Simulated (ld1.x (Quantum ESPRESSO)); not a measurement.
## Building the RRKJ potential for hydrogen (H) (PBE, scalar-relativistic).

ld1.x (Quantum ESPRESSO) 7.5 was run on this input:

```
&input
   title='H', zed=1., rel=1, dft='PBE', iswitch=3,
   config='1s1 2p-2',
   nld=2, rlderiv=1.65, eminld=-2.0, emaxld=5.0, deld=0.02
 /
 &inputp
   pseudotype=2, tm=.false., rho0=0.001, lloc=-2, rcloc=1.20,
   nlcc=.false.,
   file_pseudopw='H.UPF', file_wfcaegen='ae.wfc', file_wfcncgen='nc.wfc', file_beta='beta', file_chi='chi'
 /
2
1S  1  0   1.00   0.00  1.50  1.50  0.0
2P  2  1  -2.00  -0.20  1.45  1.45  0.0
 &test
   configts(1)='1s1'
 /
```

Command:

```bash
ld1.x < H.in > H.out
```

Resulting log (shortened: banner, matrices, multipoles, cross overlaps and the repeated all-electron block are left out):

```
Program LD1 v.7.5
     --------------------------- All-electron run ----------------------------

     H
     scalar relativistic calculation

     atomic number is  1.00
     dft =PBE   lsd =0 sic =0 latt =0  beta=0.20 tr2=1.0E-14
     Exchange-correlation= PBE
                           (   1   4   3   4   0   0   0)
     mesh = 929 r(mesh) =  99.48432 a.u. xmin = -7.00 dx = 0.01250
     1 Ry =  13.60569312 eV, c = 137.03599908

     n l     nl                  e(Ry)          e(Ha)          e(eV)
     1 0     1S 1( 1.00)        -0.4772        -0.2386        -6.4927

     final scf error:  1.6E-15 reached in  21 iterations

     Etot =      -0.917879 Ry,      -0.458940 Ha,     -12.488386 eV

     Ekin =       0.894520 Ry,       0.447260 Ha,      12.170568 eV
     Encl =      -1.889285 Ry,      -0.944642 Ha,     -25.705025 eV
     Eh   =       0.579625 Ry,       0.289813 Ha,       7.886206 eV
     Exc  =      -0.502741 Ry,      -0.251370 Ha,      -6.840135 eV

     normalization and overlap integrals

     s(1S/1S) =  1.000000  <r> =   1.6358  <r2> =    3.6635  r(max) =   1.0253

     ------------------------ End of All-electron run ------------------------

     --------------------- Generating NC pseudopotential ---------------------

      Generating local potential from pseudized AE potential:
      Matching radius rcloc =   1.2000
      Enforcing V''(0)=0 (lloc=-2)

      Local pseudo, rcloc= 1.191 Estimated cut-off energy=    20.35 Ry

      Wfc   1S  rcut= 1.492  Estimated cut-off energy=       20.69 Ry
      Using 4 Bessel functions for this wfc, rho(0) = 0.001
      This function has    0 nodes for 0 < r <    1.492

      Wfc   2P  rcut= 1.455  Estimated cut-off energy=       79.01 Ry
      This function has    0 nodes for 0 < r <    1.455

     ------------------- End of pseudopotential generation -------------------

     Computing logarithmic derivative in   1.65909
     Computing logarithmic derivative in   1.65909
     Computing the partial wave expansion
     R is outside the sphere for l=    0 j= 0.00
     R is outside the sphere for l=    1 j= 0.00

     ---------------------- Testing the pseudopotential ----------------------

     H
     scalar relativistic calculation

     atomic number is  1.00   valence charge is  1.00
     dft =PBE   lsd =0 sic =0 latt =0  beta=0.20 tr2=1.0E-14
     mesh = 929 r(mesh) =  99.48432 xmin = -7.00 dx = 0.01250

     n l     nl             e AE (Ry)        e PS (Ry)    De AE-PS (Ry)
     1 0     1S   1( 1.00)       -0.47721       -0.47721        0.00000

     eps = 2.0E-15  iter = 16

     Etot =      -0.917879 Ry,      -0.458940 Ha,     -12.488386 eV
     Etotps =    -0.906221 Ry,      -0.453111 Ha,     -12.329769 eV

     Ekin =       1.121271 Ry,       0.560636 Ha,      15.255674 eV
     Encl =      -1.442378 Ry,      -0.721189 Ha,     -19.624556 eV
     Ehrt =       0.565481 Ry,       0.282740 Ha,       7.693758 eV
     Ecxc =      -0.502187 Ry,      -0.251094 Ha,      -6.832608 eV
     Epseu=      -0.648408 Ry,      -0.324204 Ha,      -8.822036 eV

     ---------------------- End of pseudopotential test ----------------------
```

Generation and configuration tests took about 0.33 s on one core of a shared server CPU.

Transferability test of the new file with ld1.x, input:

```
&input
   title='H', zed=1., rel=1, dft='PBE', iswitch=2,
   config='1s1 2p-2'
 /
 &test
   file_pseudo='H.UPF', nconf=2,
   configts(1)='1s1',
   configts(2)='1s0.5'
 /
```

```bash
ld1.x < H.test.in > H.test.out
```

Pseudopotential blocks of its output, shortened (energy terms left out):

```
     ---------------------- Testing the pseudopotential ----------------------

     n l     nl             e AE (Ry)        e PS (Ry)    De AE-PS (Ry)
     1 0     1S   1( 1.00)       -0.47721       -0.47721        0.00000

     eps = 4.1E-16  iter = 74

     Etot =      -0.917879 Ry,      -0.458940 Ha,     -12.488386 eV
     Etotps =    -0.906221 Ry,      -0.453111 Ha,     -12.329769 eV

     ---------------------- End of pseudopotential test ----------------------

          ---------------------- Testing the pseudopotential ----------------------

     n l     nl             e AE (Ry)        e PS (Ry)    De AE-PS (Ry)
     1 0     1S   1( 0.50)       -0.93203       -0.92344       -0.00859  !

     eps = 5.2E-15  iter = 77

     Etot =      -0.567897 Ry,      -0.283948 Ha,      -7.726632 eV
     Etotps =    -0.557817 Ry,      -0.278908 Ha,      -7.589486 eV
     dEtot_ae =       0.349982 Ry
     dEtot_ps =       0.348404 Ry,   Delta E=       0.001578 Ry

     ---------------------- End of pseudopotential test ----------------------
```
